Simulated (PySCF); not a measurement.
NdH3(H2O) at several levels of theory

Computed with PySCF 2.14.0 (density fitting, no spin-orbit coupling) at the geometry relaxed with PBE0:

```xyz
7
NdH3(H2O) (singlet in the valence; each metal's 4f electrons, 3 of them, lie in its core potential, out of spins and levels)
Nd    0.0602   -0.2645   -0.0663
H     0.4453    1.8230    0.2742
H    -0.8686   -1.3089    1.4540
H     1.4674   -1.3081   -1.1643
O    -1.2886    1.3240   -1.2736
H    -0.6657    1.9187   -0.7191
H    -1.3633    1.7126   -2.1531
```

| level | basis | state | HOMO (eV) | gap (eV) | charge on Nd1 (e) | population of f-type functions on Nd1 (polarisation alone where 4f lies in the core) | dipole about the centre of mass (D) | largest force component (eV/Å) |
| --- | --- | --- | --- | --- | --- | --- | --- | --- |
| PBE0 | Nd lcecp-1-SVP with ECP49, H def2-SVP, O def2-SVP | singlet | -6.48 | 5.17 | 0.68 | 0.03 | 3.90 | 0.02 |
| B3LYP | the same | singlet | -6.29 | 4.67 | 0.62 | 0.03 | 3.94 | 0.15 |
| CAM-B3LYP | the same | singlet | -7.86 | 7.39 | 0.65 | 0.04 | 4.06 | 0.09 |

In the lcecp rows the 4f levels are missing from HOMO and gap, and the state counts the valence alone.

Charges are Mulliken's, which hang on the basis. The relaxation used the grid (50, 194), these runs (75, 302) or, all-electron (x2c bases, spin-free X2C Hamiltonian), (99, 590).

Task: What does PBE0 with Nd lcecp-1-TZVP with ECP49, H def2-TZVP, O def2-TZVP give here?

Result: state singlet, HOMO (eV) -6.52, gap (eV) 5.19, charge on Nd1 (e) 0.92, population of f-type functions on Nd1 (polarisation alone where 4f lies in the core) 0.04, dipole about the centre of mass (D) 3.78, largest force component (eV/Å) 0.20. Time: 6.4 s on 2 threads of Arm Neoverse V2, on a shared host, from free ions and atoms.

In the first row's basis the gap widens with exact exchange: 4.7 to 5.2 eV for B3LYP, PBE0 (a fixed share); 7.4 eV for CAM-B3LYP (rising or full at long range).

An lcecp potential fixes the number of 4f electrons, so in runs with it no electron can move into or out of that shell.
